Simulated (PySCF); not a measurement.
CH₇NOSi₃.
Structure used (PBE0-D3(BJ)/def2-SVP), in Å, numbered top down from 1:
```xyz
13
CH7NOSi3 angstrom
N     -1.5615    2.7353    0.8502
C     -1.0977    1.9247    0.1618
Si    -0.3728    0.5680   -0.8986
Si    -1.6750   -1.3476   -0.5362
O      1.1919    0.3296   -0.4376
Si     2.2136    0.0531    0.8512
H     -0.4032    1.0701   -2.2973
H     -3.0990   -1.0607   -0.8837
H     -1.5716   -1.7305    0.9039
H     -1.1634   -2.4624   -1.3893
H      3.5902   -0.1073    0.3101
H      2.1563    1.2048    1.7962
H      1.7973   -1.1944    1.5592
```

Method used: PySCF 2.14.0, PBE0-D3(BJ)/def2-SVP geometry optimisation, gas phase.

Take the most abundant isotopes and a rigid rotor. The values belong to one conformer with, in the numbering `[N:1]#[C:2][Si@H:3]([SiH3:4])[O:5][SiH3:6]`, C2–Si3–O5–Si6 51°.

Question: Give the principal moments of inertia and the rotational constants in MHz.

Answer: Ia = 272.02, Ib = 390.91, Ic = 567.06 u·Å²; 505379 MHz·u·Å²/I gives A = 1858, B = 1293, C = 891.2 MHz.

Question: Classify the top.

Answer: An asymmetric top. Ray's parameter κ = (2B − A − C)/(A − C) = -0.169; −1 is the prolate and +1 the oblate limit.

Question: What does the inertial defect say?

Answer: Not planar: Δ = Ic − Ia − Ib = -95.87 u·Å². For a rigid frame Δ = −2 Σ m c², so Σ m c² = 47.94 u·Å² lies off the ab plane: 11.67 from hydrogen and 36.27 from heavier atoms. The atom farthest from that plane is 2.20 Å away.

Question: Where do the levels up to J = 5 lie, in K?

Answer: Above 0(0,0), as E/k:
J = 1: 1(0,1) 0.105, 1(1,1) 0.132, 1(1,0) 0.151
J = 2: 2(0,2) 0.307, 2(1,2) 0.322, 2(1,1) 0.380, 2(2,1) 0.461, 2(2,0) 0.469
J = 3: 3(0,3) 0.598, 3(1,3) 0.604, 3(1,2) 0.718, 3(2,2) 0.776, 3(2,1) 0.807, 3(3,1) 0.964, 3(3,0) 0.965
J = 4: 4(0,4) 0.972, 4(1,4) 0.974, 4(1,3) 1.155, 4(2,3) 1.189, 4(2,2) 1.265, 4(3,2) 1.393, 4(3,1) 1.405, 4(4,1) 1.642, 4(4,0) 1.642
J = 5: 5(0,5) 1.430, 5(1,5) 1.431, 5(1,4) 1.681, 5(2,4) 1.698, 5(2,3) 1.836, 5(3,3) 1.929, 5(3,2) 1.968, 5(4,2) 2.182, 5(4,1) 2.185, 5(5,1) 2.498, 5(5,0) 2.498
The levels of one J sum to (2J + 1)J(J + 1)(A + B + C)/3.

Question: Which types of transition are allowed, and where do some lines up to J = 4 fall?

Answer: The dipole components are |μa| = 0.73 D, |μb| = 2.95 D, |μc| = 0.71 D. Intensities carry the squares of the components, which stand as 0.06 : 1.00 : 0.06 (a : b : c). Some of the stronger lines:

```csv
type,branch,"J(Ka,Kc)",MHz,lower level (cm⁻¹)
b,Q,"3(2,1) ← 3(1,2)",1864,0.499
b,Q,"4(2,2) ← 4(1,3)",2293,0.803
b,Q,"3(1,2) ← 3(0,3)",2502,0.415
b,Q,"3(2,2) ← 3(1,3)",3584,0.420
b,R,"2(0,2) ← 1(1,1)",3653,0.092
b,Q,"4(1,3) ← 4(0,4)",3817,0.676
b,R,"2(1,2) ← 1(0,1)",4532,0.073
b,R,"2(2,1) ← 1(1,0)",6465,0.105
b,R,"3(2,2) ← 2(1,1)",8247,0.264
b,R,"4(2,3) ← 3(1,2)",9828,0.499
b,R,"4(3,2) ← 3(2,1)",12215,0.561
b,R,"4(4,0) ← 3(3,1)",14145,0.670
```

Stationary, but not proved a minimum. These are rigid-rotor constants of the computed structure; measured ground-state constants (B0) also hold zero-point vibration. A rigid rotor knows nothing of internal rotation, which can split or shift real lines. Quadrupole hyperfine structure (14N) is left out.
